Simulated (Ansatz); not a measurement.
Mo, septet (core potentials on Mo). Base run: PBE/def2-TZVP run with Ansatz (a program for electronic structure).

Geometry (Å):
```xyz
1

Mo     0.0000     0.0000     0.0000
```
Charge 0, spin multiplicity 7.
Orbitals are unrestricted.
All else is at Ansatz's defaults.

The base run was repeated with changes; each row names its change, and settings that it needs were set with it.

| change | E (Eh) | <S^2> |
|---|---|---|
| base | -68.12409 | 12.000 |
| functional = b3lyp | -68.12328 | 12.000 |
| functional = SVWN5 | -67.94728 | 12.000 |
| functional = pbe0; dispersion = d4 | -68.10433 | 12.001 |
| functional = wB97X | -68.05897 | 12.001 |
| functional = B97M-V | -68.12139 | 12.000 |
| functional = b3lyp; dispersion = d4 | -68.12328 | 12.000 |
| functional = BHLYP | -68.00456 | 12.000 |
| functional = cam_b3lyp | -68.04869 | 12.000 |
| functional = lc_wpbe | -68.11651 | 12.002 |
| functional = pbe; dispersion = d3bj | -68.12409 | 12.000 |
| functional = hse06 | -68.10381 | 12.001 |
| functional = r2scan | -68.15316 | 12.001 |

Absolute energies of different levels of theory aren't comparable as measures of quality.
